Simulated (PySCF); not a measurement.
Al(OH)(OMe)(NH2) (CH6AlNO2), SMILES [Al]([NH2])([OH])[O]C. Atoms are numbered in the order given.

```xyz
11

Al     0.1567     0.2040     0.4468
O      1.1890    -0.1377     1.7536
H      1.7184    -0.9359     1.8186
O      0.0346    -0.9103    -0.8269
C     -0.6293    -1.0711    -2.0388
H     -1.2955    -0.2208    -2.2899
H      0.0909    -1.1789    -2.8718
H     -1.2544    -1.9839    -2.0284
N     -0.7469     1.7191     0.4817
H     -0.6859     2.3962     1.2348
H     -1.3950     2.0484    -0.2246
```

Geometry optimised at r2SCAN-D4/def2-SVP. Other conformers were not sampled.

Computed with PBE0/pcSseg-1 in PySCF.

GIAO shieldings, no solvent; atoms listed in one row are averaged. δ = σ(ref) − σ: ¹⁷O against H2O (σ = 334.2 ppm); ¹H against TMS (σ = 31.56 ppm); ¹³C against TMS (σ = 186.3 ppm); ¹⁵N against NH3 (σ = 267.4 ppm), references at their B3LYP-D3(BJ)/def2-TZVP geometries, non-relativistic.

Estimate the chemical shifts. (The exact figures need the calculation; the answer reports its results.)


```json
[
 {"nucleus": "¹⁷O", "atoms": "O2", "count": "1", "δ (ppm)": "1.9"},
 {"nucleus": "¹⁷O", "atoms": "O4", "count": "1", "δ (ppm)": "-2.8"},
 {"nucleus": "¹H", "atoms": "H6, H7, H8", "count": "3", "δ (ppm)": "4.12"},
 {"nucleus": "¹H", "atoms": "H3", "count": "1", "δ (ppm)": "1.26"},
 {"nucleus": "¹H", "atoms": "H10", "count": "1", "δ (ppm)": "0.24"},
 {"nucleus": "¹H", "atoms": "H11", "count": "1", "δ (ppm)": "0.13"},
 {"nucleus": "¹³C", "atoms": "C5", "count": "1", "δ (ppm)": "56.0"},
 {"nucleus": "¹⁵N", "atoms": "N9", "count": "1", "δ (ppm)": "-4.5"}
]
```
